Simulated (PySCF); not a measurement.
## Static response to an electric field

Compound: C7H11OP.
Cartesian coordinates in Å at the PBE0-D3(BJ)/def2-SVP level; atoms count from 1:
```
atom  x, y, z in Å
C1     2.6103   -1.5940   -0.1656
C2     2.0835   -0.2281    0.1563
P3     3.0867    1.2511    0.2732
C4     1.6579    2.1107    0.6322
O5     0.5398    1.3734    0.6671
C6     0.7731    0.0686    0.4007
C7    -0.4406   -0.8067    0.4195
C8    -1.4372   -0.3891   -0.6629
C9    -1.0876   -0.8246    1.8052
H10    3.7031   -1.5796   -0.2813
H11    2.1878   -1.9829   -1.1061
H12    2.3756   -2.3200    0.6292
H13    1.4965    3.1682    0.8433
H14   -0.0858   -1.8242    0.1897
H15   -2.3086   -1.0617   -0.6706
H16   -1.7980    0.6349   -0.4811
H17   -0.9756   -0.4116   -1.6613
H18   -1.9591   -1.4969    1.8193
H19   -0.3777   -1.1649    2.5736
H20   -1.4302    0.1836    2.0846
```

Level: wB97X-D/def2-SVPD (PySCF), static field, nuclei fixed, core orbitals frozen in the response. The polarisability tensor in these axes (au):

```
x   126.72   7.18  -4.72
y     7.18 113.49   3.95
z    -4.72   3.95  86.99
```

Task: What are the eigenvalues, a third of the trace, and Δα (Δα² = ½Σ(αi − αj)² over the three pairs)?

Result: Principal values 85.60, 111.56 and 130.05 au; mean 109.07 au = 16.16 Å³ = 17.98 × 10⁻⁴⁰ C²·m²/J; Δα = 38.68 au (35 % of the mean).

Task: What is the dipole moment, and where does it point?

Result: (-1.45, -1.31, -0.03) D, 1.96 D in size, pointing from the negative to the positive side. Measured along this direction, the outermost atoms are H13 and P3 at the negative end and H15 and H18 at the positive end.

Task: What are the principal values of the traceless quadrupole moment, Θ = ½Σq(3rr − r²1), about the centre of nuclear charge?

Result: -4.38, -2.39, 6.76 D·Å. The values depend on the origin, since the dipole doesn't vanish. The electronic extent ⟨r²⟩ about the same centre is 1487 bohr², a root-mean-square distance of 2.34 Å for the 76 electrons.

Task: In TDDFT the mean static polarisability is Σ f/ω² over all singlet excitations (ω in hartree). How much of it do the 10 lowest give? Their energies (eV) and oscillator strengths: 5.24, 0.0704; 5.84, 0.0172; 5.94, 0.0135; 6.20, 0.0006; 6.61, 0.0163; 6.65, 0.3869; 7.08, 0.0143; 7.15, 0.1223; 7.17, 0.0004; 7.35, 0.0007.

Result: They add up to 11.32 au, 10.4 % of the 109.07 au; the largest single term is 6.48 au, from the state at 6.65 eV. Terms in order: 1.90, 0.37, 0.28, 0.01, 0.28, 6.48, 0.21, 1.77, 0.01, 0.01 au. Higher excitations give the rest. The strengths listed sum to 0.643.

Task: What depolarisation ratio follows for Rayleigh scattering of linearly polarised light, taking the static tensor?

Result: ρ = 3Δα²/(45ᾱ² + 4Δα²) = 4488.0/(535308 + 5984.0) = 0.00829.

Task: Molar refractivity from α?

Result: Lorentz–Lorenz: R = (4π/3)N_A α = 2.5225 cm³/(mol·Å³) × 16.16 Å³ = 40.8 cm³/mol, in the limit of long wavelengths.

One conformer (not necessarily the lowest) at the PBE0-D3(BJ)/def2-SVP geometry, without solvent, vibrations or thermal averaging.
